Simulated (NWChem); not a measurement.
C2H7FOSi; SMILES O([SiH2]CF)C

```xyz
12

C      0.7409     2.3316     0.2137
O     -0.1231     1.4952    -0.5023
Si    -0.6926     0.0157     0.0020
C      0.6338    -1.3318    -0.1897
F      0.0923    -2.5310     0.2378
H      0.4560     2.4156     1.2792
H      1.7888     1.9820     0.1684
H      0.7057     3.3405    -0.2256
H     -1.8546    -0.3203    -0.8624
H     -1.0996     0.0730     1.4414
H      0.9550    -1.4329    -1.2420
H      1.5379    -1.1121     0.4067
```
Atoms are numbered in this order, from 1.

Results from NWChem. Pople sets run with spherical d functions. All runs use the structure optimised with PBE0/def2-SVP. Solvent water, SMD (1 M gas to 1 M solution), gas-phase geometry. Reactions with the solvent are ignored.

```json
[
 {"level": "M06-2X/STO-3G", "basis functions": "36", "solvation free energy (kcal/mol)": "1.9", "cavity-dispersion-structure term (kcal/mol)": "4.5", "dipole in solution (D)": "1.16", "relative time": "1"},
 {"level": "M06-2X/3-21G", "basis functions": "63", "solvation free energy (kcal/mol)": "-1.9", "cavity-dispersion-structure term (kcal/mol)": "4.5", "dipole in solution (D)": "2.78", "relative time": "1"},
 {"level": "M06-2X/6-31G*", "basis functions": "88", "solvation free energy (kcal/mol)": "-0.5", "cavity-dispersion-structure term (kcal/mol)": "4.5", "dipole in solution (D)": "2.70", "relative time": "3"},
 {"level": "M06-2X/6-31+G*", "basis functions": "108", "solvation free energy (kcal/mol)": "-1.5", "cavity-dispersion-structure term (kcal/mol)": "4.5", "dipole in solution (D)": "2.94", "relative time": "5"},
 {"level": "M06-2X/6-311G**", "basis functions": "140", "solvation free energy (kcal/mol)": "-1.3", "cavity-dispersion-structure term (kcal/mol)": "4.5", "dipole in solution (D)": "2.80", "relative time": "5"},
 {"level": "M06-2X/6-311++G**", "basis functions": "167", "solvation free energy (kcal/mol)": "-1.8", "cavity-dispersion-structure term (kcal/mol)": "4.5", "dipole in solution (D)": "2.88", "relative time": "10"}
]
```

Times are rough ratios from one shared machine.
